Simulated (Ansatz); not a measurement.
Competing steps

Reactants: Si₂H₆ ([SiH3][SiH3]) + SiH₄O ([OH][SiH3]) (brackets give SMILES or just the links). Saddle points were found for several chosen steps; others may exist. Gas-phase electronic energies, without zero-point energy, by CCSD(T) at an estimated basis limit (MP2 extrapolated from triple and quadruple zeta, plus CCSD(T) − MP2 in triple zeta); Ansatz 0.2.0, def2-TZVPP and QZVPP, frozen cores, on PBE0-D4/def2-TZVP structures. Extrapolation: Hartree–Fock as exp(−7.88 √X), correlation as X^−2.97. No counterpoise correction.

(1) Rank the steps by the energy of their saddle points, lowest first, and give each saddle's height above the lowest. (To be estimated.)
A. four-centre ligand exchange, to Si₂H₆O ([SiH3][O][SiH3]) + SiH₄ (breaks or loosens H–O, Si–Si; forms H–Si, O–Si)
B. four-centre ligand exchange, to Si₃H₈O ([SiH3][O][SiH2][SiH3]) + H₂ (breaks or loosens H–O, H–Si; forms H–H, O–Si)

(2) Does the lowest of these saddles lead to the lowest end structure (the products still in contact)? (Judge from chemistry; the calculation decides.)

The T1 diagnostic stays at or below 0.014.

For scale, one of the runs: CCSD(T)/def2-TZVPP, 297 basis functions, launched by `ansatz run in.yaml --threads 8 --pin off --events-out ev --progress --plain --max-ram 19148MiB`. Time: 2.2 min of wall clock on 8 CPU threads of an Arm Neoverse V1; the host was shared. Peak host memory: 9 GiB.

Results:

(1) Computed: B (0.0 kJ/mol), A (11.7 kJ/mol). Heights count from the lowest.

The lowest of these saddles lies at 153.8 kJ/mol relative to the separated reactants.

(2) Computed: No: the step over a higher saddle ends lower. Relative to the separated reactants, the ends lie at -80.9 (Si₃H₈O ([SiH3][O][SiH2][SiH3]) + H₂); -110.6 (Si₂H₆O ([SiH3][O][SiH3]) + SiH₄) kJ/mol.
